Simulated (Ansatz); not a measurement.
`[SiH3][SiH2]Br` + `O[SiH3]` → `[SiH3]O[SiH2]Br` + SiH₄ at 700 K and 1 bar (cleavage of the Si–Si bond).

Gas-phase electronic energies from Ansatz, PBE0-D4/def2-TZVP geometries. CBS: MP2 limit from def2 TZ/QZ plus the TZ coupled-cluster correction, frozen cores. This one scheme is used for every species. For Br outer-core shells are correlated without core-valence functions, which leaves a few kJ/mol of doubt a bond. Scalar relativity is left out up to krypton. One conformer a species, not always the lowest.

| species | CCSD(T)/CBS energy (Eh) | H − E (kJ/mol) | S (J/(mol·K)) |
| --- | --- | --- | --- |
| `[SiH3][SiH2]Br` | -3154.51510 | 177.9 | 432.7 |
| `O[SiH3]` | -366.69042 | 144.6 | 321.6 |
| `[SiH3]O[SiH2]Br` | -3229.78766 | 201.3 | 485.4 |
| SiH₄ | -291.46306 | 115.5 | 252.9 |

H − E and S are ideal-gas, rigid-rotor, harmonic terms from PBE0-D4/def2-TZVP, for one conformer and one mirror image of each species. 1 Eh = 2625.50 kJ/mol, R = 8.31446 J/(mol·K).

Question: By hand: ΔE, ΔH, ΔS and ΔG.

Answer: ΔE = (-3229.78766) + (-291.46306) − (-3154.51510) − (-366.69042) = -0.04520 Eh = -118.7 kJ/mol. Δ(H − E) = 201.3 + 115.5 − 177.9 − 144.6 = -5.7, so ΔH = -124.4 kJ/mol. ΔS = 485.4 + 252.9 − 432.7 − 321.6 = -16.0 J/(mol·K). ΔG = -124.4 − 700 × (-16.0)/1000 = -113.2 kJ/mol.

Question: By hand: the equilibrium constant, and the temperature at which ΔG would vanish if ΔH and ΔS stayed fixed.

Answer: log₁₀ K = −ΔG/(RT ln 10) = 8.4. ΔG = 0 at ΔH/ΔS = 7775 K, far beyond where these terms or the molecules hold.

ΔH outweighs TΔS. A doubt of 5 kJ/mol in ΔE shifts log₁₀ K by 0.4 here. Other conformers and mirror images would add mixing entropy, several J/(mol·K) or more a flexible species. Modes under 60 cm⁻¹, often nearly free rotors, make the harmonic entropy too high. These are equilibria of isolated gas molecules and say nothing of rates. Largest T1 diagnostic: 0.011 (customary marks: 0.02 for closed shells, 0.045 for open ones).
